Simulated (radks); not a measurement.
Results of a calculation; reference values are marked as such.
All-electron atom: Ca7+ in [He] 2s1 2p6 3s2 3p2 (not the ground configuration).

Level of theory: scalar-relativistic Kohn-Sham, r2SCAN, spin-polarised, spherical densities, finite nucleus; open shells are filled with parallel spins first; meta-GGA in the generalised Kohn-Sham scheme; Fermi nuclear charge, rms radius 3.4776 fm (a radial shooting solver on a logarithmic mesh with Libxc functionals).

Energy parts (hartree):
| part | energy |
|---|---|
| total | -648.13948 |
| kinetic | 652.79191 |
| electron-nucleus | -1469.20310 |
| Hartree | 199.17834 |
| exchange-correlation | -30.90663 |

Orbitals (lengths in bohr, moments of r in powers of bohr; <r^-3> diverges for s and p1/2; r(max) is where P^2 peaks; r(90%) holds 90 % of the orbital's charge):
orbital  occ.  eigenvalue (hartree)  r(90%)   r(max)  <r^-3>
1s up       1             -152.7133   0.137  0.05025       -
1s down     1             -152.5477   0.137  0.05028       -
2s up       1             -21.51621   0.551   0.2959       -
2s down     0             -21.20677   0.552   0.2963       -
2p up       3             -18.62494   0.521   0.2427   197.0
2p down     3             -18.34063   0.522   0.2425   197.6
3s up       1              -6.18188    1.45   0.9025       -
3s down     1              -5.93117    1.46   0.9065       -
3p up       2              -5.35374    1.50   0.9113   32.06
3p down     0              -5.11748    1.52   0.9148   31.45

The highest occupied level is 3p up at -145.68 eV. The configuration is held as typed, so some empty levels lie below it. The density falls to 0.001 e/bohr^3 at r = 2.25 bohr. Spin moment in Bohr magnetons: 3.
